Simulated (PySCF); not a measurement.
**Working out the ionisation energy of F²⁺**

F²⁺ [He] 2s2 2p3 (4S) → F³⁺ [He] 2s2 2p2 (3P). All numbers are calculated (PySCF 2.14, scalar relativity by spin-free X2C-1e, in jorge-DZP-DKH (4s2p1d, 15 functions)). Frozen: 1s2. Energies in hartree (1 hartree = 27.21139 eV):

```tsv
part	F²⁺ (lower)	F³⁺ (upper)
UHF	-97.675739	-95.371052
CCSD correlation	-0.078224	-0.079868
(T)	-0.000310	-0.000451
```

Task: What does Hartree-Fock give?

Result: (-95.371052) − (-97.675739) = 2.304687 hartree = 62.714 eV.

Task: What do CCSD and CCSD(T) give?

Result: The CCSD correlation energies differ by -0.001644 hartree = -0.045 eV and the triples by -0.000141 hartree = -0.004 eV, so CCSD gives 62.669 eV and CCSD(T) 62.665 eV.

Reference: 62.708 eV (semi-empirical (NIST evaluation); NIST Atomic Spectra Database, ionization energies), between the lowest levels; spin-orbit coupling is absent from the calculation.

A double-zeta basis recovers only part of the correlation energy.

What remains against the reference includes basis incompleteness, the frozen core and higher excitations.
